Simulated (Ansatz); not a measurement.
Ansatz results at the PBE0-D4/def2-TZVP geometry: size of the dipole moment (PBE/def2-TZVPP) 1.59 D; HOMO energy (ωB97M-V/def2-TZVPP) -9.49 eV; LUMO energy (PBE/def2-TZVPP) -1.66 eV.

Each molecule was computed in one conformer, which needn't be the lowest.

Task: Which molecule gave them?
A. `[OH][GeH2][NH][SiH](O)O`
B. `O[SiH2]O[SiH](Cl)Cl`
C. `C=C[SiH2][S][GeH3]`
D. `CO[SiH2][NH][GeH3]`

Result: C. The others give `O[SiH2]O[SiH](Cl)Cl`: 0.38, -11.39, -0.59; `CO[SiH2][NH][GeH3]`: 0.27, -9.90, -0.56; `[OH][GeH2][NH][SiH](O)O`: 2.32, -10.11, -0.59.
